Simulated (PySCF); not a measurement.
CH₄AlF, SMILES [AlH]([CH3])[F].

Geometry: PBE-D3(BJ)/def2-TZVP.

Method: TDA-B3LYP/def2-SVPD (PySCF).

Vertical excitations. Isolated molecule, no solvent.

**Question.** Estimate the UV-visible absorptions. (An estimate is asked for; the answer gives what the named calculation found.)

**Answer.** 
```
state  energy (eV)  λ (nm)      f                            main pairs
-----  -----------  ------  -----  ------------------------------------
S1            5.81     213  0.002                       HOMO→LUMO 100 %
S2            7.02     177  0.096                      HOMO→LUMO+1 95 %
S3            7.67     162  0.068                      HOMO→LUMO+2 97 %
S4            7.96     156  0.098                      HOMO−1→LUMO 94 %
S5            8.45     147  0.275                      HOMO→LUMO+3 89 %
S6            8.49     146  0.000                      HOMO−2→LUMO 94 %
S7            8.73     142  0.068  HOMO−1→LUMO+1 72 %, HOMO−3→LUMO 17 %
S8            8.98     138  0.081  HOMO−3→LUMO 69 %, HOMO−1→LUMO+1 19 %
S9            9.03     137  0.001                      HOMO−5→LUMO 90 %
S10           9.07     137  0.044    HOMO→LUMO+5 45 %, HOMO→LUMO+4 44 %
T1            5.43     228      0                        HOMO→LUMO 99 %
T2            6.25     198      0                      HOMO→LUMO+1 92 %
T3            7.02     177      0                      HOMO−1→LUMO 96 %
T4            7.32     169      0                      HOMO→LUMO+2 94 %
```
Triplets are in the Tamm–Dancoff approximation.
